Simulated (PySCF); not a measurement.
**Ionisation energy of Ti¹⁰⁺ by level of theory**

Ti¹⁰⁺ [Ne] 3s2 (1S) → Ti¹¹⁺ [Ne] 3s1 (2S), as a difference of total energies. All numbers are calculated (PySCF 2.14, scalar relativity by spin-free X2C-1e, in an even-tempered Gaussian basis (19 s from 0.59 bohr⁻², ratio 2.5; 12 p from 0.76 bohr⁻², ratio 2.5; 5 d from 3.3 bohr⁻², ratio 2.7; 4 f from 5 bohr⁻², ratio 2.7)). Correlated levels: outer shells: 1s2 frozen; virtual orbitals above 40 to 60 times the deepest correlated orbital energy dropped. The calculations carry no spin-orbit coupling.

| method | ionisation energy (eV) |
| --- | --- |
| UHF | 262.67 |
| LDA | 265.16 |
| r2SCAN | 263.59 |
| r2SCANh | 263.63 |
| B97-3 | 265.14 |
| MP2 (outer shells) | 264.66 |
| SCS-MP2 (outer shells) | 264.86 |

**Question.** Estimate what PBE0 gives.

**Answer.** 264.86 eV, closest to SCS-MP2 (outer shells) among the rows shown.

**Question.** Estimate what PBE gives.

**Answer.** 265.23 eV, closest to LDA among the rows shown.

For comparison: 265.07 ± 0.06 eV (semi-empirical (NIST evaluation); NIST Atomic Spectra Database, ionization energies).
